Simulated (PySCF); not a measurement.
## Working out the excitation energy of Si

Si [Ne] 3s2 3p2 (3P) → Si [Ne] 3s1 3p2 3d1 (high-spin determinant). Computed with PySCF 2.14 in aug-cc-pwCVDZ (6s5p3d, 36 functions), with the non-relativistic Hamiltonian (point nucleus). Frozen: nothing. Energies in hartree (1 hartree = 27.21139 eV):

| part | Si (lower) | Si (upper) |
| --- | --- | --- |
| UHF | -288.851177 | -288.452895 |
| MP2 opposite-spin | -0.138879 | -0.096575 |
| MP2 same-spin | -0.051381 | -0.053093 |

Question: What does Hartree-Fock give?

Answer: (-288.452895) − (-288.851177) = 0.398282 hartree = 10.838 eV.

Question: What do MP2 and SCS-MP2 (6/5 opposite-spin, 1/3 same-spin) give?

Answer: The opposite-spin parts differ by 1.151 eV and the same-spin parts by -0.047 eV. MP2: 10.838 + (1.151) + (-0.047) = 11.942 eV. SCS-MP2: 10.838 + 1.2 × (1.151) + (-0.047)/3 = 12.204 eV.

One determinant mixes LS terms, so it does not stand for a single term.

The upper state lies above the first ionisation limit, but in LS coupling its spin forbids autoionisation to the ground ion.

A double-zeta basis recovers only part of the correlation energy.
